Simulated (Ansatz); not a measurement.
Input file for Ansatz (a program for electronic structure): U-B97M-V/def2-TZVPP on C (SMILES [C]).

Ansatz 0.2 input:
```yaml
crystal:
  periodic: [false, false, false]
  atoms:
    - {symbol: C, position_ang: [0.00000000, 0.00000000, 0.00000000]}
basis:
  gaussian:
    orbitals: def2-TZVPP
hamiltonian:
  xc: {name: B97M-V}
magnetization: {spin_polarized: true, initial_magnetization: 2}
```

### Question
Give the final energy of this run.

### Answer
-37.8588 hartree.
